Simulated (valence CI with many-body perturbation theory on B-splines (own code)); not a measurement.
## Energy levels of Ta²³⁺

Computed by relativistic CI+MBPT: four valence electrons over a frozen Dirac-Fock core [Kr] 4d10, a basis of 7 s, 7 p, 7 d, 7 f, 4 g, 2 h functions for each j, with the one-electron correlation potential Σ1, the two-electron term Σ2, the three-electron term Σ3, Breit, model QED; selected CI, second order for the rest, scaled by the run's own slope (own B-spline code, finite nucleus).

No measured levels were compared; by estimate terms of the open shell hold to a few per cent of their energy, and close levels can change places.

Levels 181 to 200 of 200, with energies above the lowest level, 4f⁴ ⁵I_4. "Leading %" is the weight of the configuration and term that name the level; weights of strongly mixed levels are sums over their largest components and can fall short. In the jj column 3d3/2^4 stands for four electrons in 3d with j = 3/2. Lifetimes count E1, E2, E3, M1 and M2 decay at the calculated energies, and are blank where another channel may lead or the interval is too uncertain; long ones can be off by a factor of two.

```tsv
No.	Configuration	Term	J	E (eV)	Leading %	Leading jj	g	Lifetime
181	4f³5s	¹F°	3	101.53	70	4f5/2 4f7/2^2 5s (54 %)	1.023	375 ns
182	4f³5s	³G°	5	102.12	92	4f5/2 4f7/2^2 5s (76 %)	1.184	369 ns
183	4f³5s	³G°	4	102.29	87	4f5/2 4f7/2^2 5s (64 %)	1.044	461 ns
184	4f³5s	³G°	3	102.62	86	4f5/2^2 4f7/2 5s (42 %)	0.787	436 ns
185	4f³5s	¹G°	4	103.31	87	4f5/2 4f7/2^2 5s (56 %)	1.015	262 ns
186	4f³5s	³F°	4	109.14	90	4f7/2^3 5s (44 %)	1.234	207 ns
187	4f³5s	³F°	3	109.42	82	4f7/2^3 5s (37 %)	1.060	202 ns
188	4f³5s	³F°	2	109.84	99	4f5/2 4f7/2^2 5s (84 %)	0.666	202 ns
189	4f³5s	¹F°	3	110.55	85	4f5/2 4f7/2^2 5s (69 %)	1.008	131 ns
190	4f³5p	⁵K	5	123.49	58	4f5/2^3 5p1/2 (84 %)	0.748	79.9 ps
191	4f³5p	³H	4	124.64	44	4f5/2^3 5p1/2 (79 %)	0.754	75.9 ps
192	4f³5p	⁵K	6	126.10	56	4f5/2^2 4f7/2 5p1/2 (93 %)	0.942	78.2 ps
193	4f³5p	⁵I	5	126.57	35	4f5/2^2 4f7/2 5p1/2 (91 %)	0.989	76.6 ps
194	4f³5p	⁵G	2	127.87	48	4f5/2^3 5p1/2 (77 %)	0.596	78.6 ps
195	4f³5p	⁵K	7	128.23	38	4f5/2 4f7/2^2 5p1/2 (57 %)	1.062	77.6 ps
196	4f³5p	³D	1	128.42	45	4f5/2^3 5p1/2 (77 %)	0.604	77.7 ps
197	4f³5p	⁵H	6	128.50	39	4f5/2 4f7/2^2 5p1/2 (66 %)	1.128	75.5 ps
198	4f³5p	³I	5	129.06	28	4f5/2^2 4f7/2 5p1/2 (82 %)	0.977	78.0 ps
199	4f³5p	³H	4	129.35	27	4f5/2^2 4f7/2 5p1/2 (80 %)	1.032	77.3 ps
200	4f³5p	⁵G	3	129.45	47	4f5/2^2 4f7/2 5p1/2 (57 %)	0.927	78.2 ps
```

Names give the largest LS component (configuration and term), which can be under half, so a name can repeat, a term be missing and a line seem to break the LS rules; names also repeat where a configuration has a term twice.
